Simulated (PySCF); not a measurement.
PySCF 2.14 output of an unrestricted B3LYP calculation on a single atom or ion in ANO-RCC-VTZP, with the spin-free X2C one-electron Hamiltonian (Gaussian nucleus):

```
SCF conv_tol = 1e-09
number electrons alpha = 40  beta = 38
    P. J. Stephens, F. J. Devlin, C. F. Chabalowski, and M. J. Frisch.,  J. Phys. Chem. 98, 11623 (1994)
cycle= 1 E= -18415.5106573956  delta_E= -0.0171  |g|= 0.247  |ddm|= 0.217
cycle= 2 E= -18415.502591857  delta_E= 0.00807  |g|= 0.325  |ddm|= 0.164
cycle= 3 E= -18415.5174356647  delta_E= -0.0148  |g|= 0.0239  |ddm|= 0.116
cycle= 4 E= -18415.517603187  delta_E= -0.000168  |g|= 0.00251  |ddm|= 0.0179
cycle= 5 E= -18415.5176243713  delta_E= -2.12e-05  |g|= 0.00187  |ddm|= 0.0158
cycle= 6 E= -18415.5176358458  delta_E= -1.15e-05  |g|= 0.00146  |ddm|= 0.0109
cycle= 7 E= -18415.5176592771  delta_E= -2.34e-05  |g|= 0.000355  |ddm|= 0.0448
cycle= 8 E= -18415.5176595423  delta_E= -2.65e-07  |g|= 5.73e-05  |ddm|= 0.00467
cycle= 9 E= -18415.5176595441  delta_E= -1.84e-09  |g|= 1.19e-05  |ddm|= 0.000272
cycle= 10 E= -18415.5176595442  delta_E= -5.09e-11  |g|= 1.61e-06  |ddm|= 2.64e-05
converged SCF energy = -18415.5176595442  <S^2> = 2.0006193  2S+1 = 3.0004129
```

The run itself started from symmetry-adapted Hartree-Fock orbitals and held the occupation by maximum overlap, on a logarithmic radial grid, so the iterations belong to that start.

Q: Which element, charge and spin multiplicity is this?

A: Pt (platinum, neutral), multiplicity 3; the state was [Xe] 4f14 5d9 6s1, high-spin 3D determinant.

Spin-orbit coupling, absent here, splits the open shell strongly.
